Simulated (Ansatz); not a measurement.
The cluster Cu₃Se⁺ (the lowest singlet isomer of a short search), 4 atoms. Hardware: 4 threads of Arm Neoverse V2 on a shared host.

The 6-31G sets use Cartesian d functions. Correlated methods freeze 36 core orbitals; core or outer-core shells of Se are correlated, in sets that lack core-valence functions.

How many basis functions does each of these Ansatz runs have, and roughly what does it cost? ωB97M-V/def2-TZVP, charge 1 quintet, energy, from earlier orbitals; RPA@PBE/def2-TZVP, charge 1 singlet, energy, from earlier orbitals; r2SCAN-D4/def2-TZVP, charge 1 quintet, energy, from earlier orbitals; PBE0-D4/def2-TZVP, charge 1 quintet, energy, from earlier orbitals; r2SCAN-D4/def2-SVP, charge 1 quintet, relaxation, 14 steps; PBE-D4/def2-TZVP, charge 1 unrestricted singlet, energy, from earlier orbitals; PBE0-D4/def2-TZVP, charge 1 unrestricted singlet, energy, from earlier orbitals; r2SCAN-D4/def2-TZVP, charge 1 singlet, energy, from earlier orbitals; PBE-D4/def2-SVP, charge 1 triplet, energy with a search over starts; HF/6-31G, charge 1 quintet, energy; PBE0-D4/def2-TZVP, charge 0 doublet at the geometry of the charge 1 singlet, energy; ωB97M-V/def2-TZVP, charge 1 singlet, energy and forces, from earlier orbitals.

Other jobs shared the machine, so times can vary by a factor of up to 3. A dash marks memory too small to be measured apart from the calling script's.

```tsv
run	functions	fitting or Cholesky vectors	wall time	peak host memory (GiB)
PBE-D4/def2-TZVP, charge 1 unrestricted singlet, energy, from earlier orbitals	183	1746	5.5 s	–
RPA@PBE/def2-TZVP, charge 1 singlet, energy, from earlier orbitals	183	1741	6 s	–
r2SCAN-D4/def2-TZVP, charge 1 singlet, energy, from earlier orbitals	183	1746	6.5 s	–
PBE0-D4/def2-TZVP, charge 1 unrestricted singlet, energy, from earlier orbitals	183	1741	9 s	0.9
PBE0-D4/def2-TZVP, charge 0 doublet at the geometry of the charge 1 singlet, energy	183	1741	10 s	1.1
PBE0-D4/def2-TZVP, charge 1 quintet, energy, from earlier orbitals	183	1743	14 s	0.89
r2SCAN-D4/def2-TZVP, charge 1 quintet, energy, from earlier orbitals	183	1746	15 s	–
ωB97M-V/def2-TZVP, charge 1 singlet, energy and forces, from earlier orbitals	183	1741	18 s	0.84
HF/6-31G, charge 1 quintet, energy	116	1100	21 s	0.81
PBE-D4/def2-SVP, charge 1 triplet, energy with a search over starts	125	1498	41 s	–
ωB97M-V/def2-TZVP, charge 1 quintet, energy, from earlier orbitals	183	1743	49 s	1.3
r2SCAN-D4/def2-SVP, charge 1 quintet, relaxation, 14 steps	125	1498	84 s	–
```
